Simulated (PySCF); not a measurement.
Harmonic spectrum computed at PBE0 in the def2-TZVP basis family (core potentials from Rb on, PySCF, no spin–orbit coupling):

```tsv
ω (cm⁻¹)	IR (km/mol, summed over degenerate members)	degeneracy
63	87.2	2
727	0.0	1
907	158	1
```

**Question.** Which molecule gave it? In each, all ligands are bound to the one heavy central atom.
A. CoF₂⁺ (quintet)
B. LaF₂⁺ (singlet)
C. RuF₂⁺ (quartet)
D. RhF₂⁺ (quintet)
E. InF₂⁺ (singlet)

**Answer.** A. It has D∞h symmetry with Co–F 1.661 Å (×2).
